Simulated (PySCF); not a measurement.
System: WH6 (charge +1, doublet). The spin state was set by rule; other spins were not relaxed. 
Structure (B3LYP-D3(BJ)/def2-TZVP (Ansatz) minimum search):
```
W
H 1 1.6803
H 1 1.6894 2 116.19
H 1 1.6899 2 62.20 3 -114.57
H 4 1.4860 1 70.65 2 153.94
H 5 0.8574 4 132.22 1 -27.49
H 1 1.6939 2 114.48 4 -105.06
```
Charge +1, spin multiplicity 2.

Dispersion corrections to the total energy (kcal/mol) from the dftd3 and dftd4 libraries through PySCF: D3(BJ) without and D4 with the three-body term, each with the damping fitted for the functional named.

```json
[
 {"functional": "B2PLYP", "D3(BJ)": "-2.09", "D4": "-1.09"},
 {"functional": "PW6B95", "D3(BJ)": "-1.29", "D4": "-1.54"},
 {"functional": "B3LYP", "D3(BJ)": "-4.25", "D4": "___"},
 {"functional": "TPSS", "D3(BJ)": "-2.89", "D4": "-2.14"},
 {"functional": "B2GP-PLYP", "D3(BJ)": "-2.16", "D4": "-0.65"},
 {"functional": "CAM-B3LYP", "D3(BJ)": "___", "D4": "-1.33"},
 {"functional": "HF", "D3(BJ)": "-23.73", "D4": "___"}
]
```

Problem. Some entries are withheld; supply them.

Solution. 
- B3LYP, D4: -2.60
- CAM-B3LYP, D3(BJ): -1.87
- HF, D4: -6.00
